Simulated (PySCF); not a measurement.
Ga(Me)(OSiH3)2, SMILES [O]([SiH3])[Ga]([O][SiH3])[CH3] (CH9GaO2Si2), singlet, GFN2-xTB optimised geometry.

```
15

Ga    -1.15    -0.65     2.60
C     -2.34    -0.64     4.23
H     -2.25    -1.60     4.73
H     -3.37    -0.47     3.92
H     -2.03     0.16     4.90
O     -1.18     0.63     1.40
Si    -0.61     1.24     0.00
H     -1.14     0.44    -1.11
H      0.85     1.24     0.00
H     -1.16     2.60     0.00
O      0.01    -1.93     2.27
Si     1.16    -2.52     1.29
H      0.66    -2.60    -0.09
H      1.41    -3.85     1.86
H      2.35    -1.66     1.36
```

Density from PBE0/def2-TZVP (PySCF 2.14.0) at that geometry.

Minimum of the electron density along straight lines between bonded atoms, close to the bond critical point (lines longer than 1.1 times the sum of covalent radii, or with two minima, are not listed):

```csv
bond,length / Å,ρ at the minimum / e bohr⁻³,∇²ρ there / e bohr⁻⁵,position (fraction from the first atom)
Ga1–C2,2.017,0.106,0.13,0.48
C2–H3,1.088,0.276,-0.93,0.64
C2–H4,1.089,0.275,-0.93,0.64
C2–H5,1.089,0.274,-0.92,0.64
Ga1–O6,1.758,0.139,0.82,0.49
O6–Si7,1.629,0.139,0.90,0.59
Si7–H8,1.468,0.125,0.18,0.49
Si7–H9,1.468,0.125,0.18,0.49
Si7–H10,1.466,0.126,0.17,0.49
Ga1–O11,1.758,0.139,0.82,0.49
O11–Si12,1.629,0.139,0.90,0.59
Si12–H13,1.468,0.125,0.18,0.49
Si12–H14,1.466,0.126,0.17,0.49
Si12–H15,1.468,0.125,0.18,0.49
```
